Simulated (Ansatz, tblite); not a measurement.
Forces on Rb₂F₂⁺ at its PBE0-D4/def2-TZVP geometry. Total charge 1; doublet.

In the def2 sets Rb takes a core potential; there is no spin–orbit coupling. The xTB rows come from tblite. In the doublet, F3 and F4 lie 1.95 Å apart (atoms count from 1), so these atoms are partly bonded to each other. The structure comes from a short search, and lower isomers may exist.

GFN1-xTB (tblite), largest force 0.39 eV/Å:

```xyz
4
positions Å, forces eV/Å
Rb    0.955   -2.185   -0.692   -0.151    0.345    0.109
Rb   -0.953    2.185    0.692    0.150   -0.345   -0.109
F     0.167   -0.223    0.935    0.003   -0.003    0.015
F    -0.169    0.222   -0.935   -0.002    0.004   -0.015
```

GFN2-xTB (tblite), largest force 0.79 eV/Å:

```
Rb -0.099 0.224 0.071
Rb 0.097 -0.225 -0.071
F 0.137 -0.180 0.757
F -0.136 0.181 -0.757
```

PBE0-D4/def2-TZVP (Ansatz), largest force 0.00 eV/Å:

```
Rb -0.001 0.001 0.000
Rb 0.000 -0.001 0.000
F 0.000 0.001 -0.002
F 0.001 0.000 0.002
```
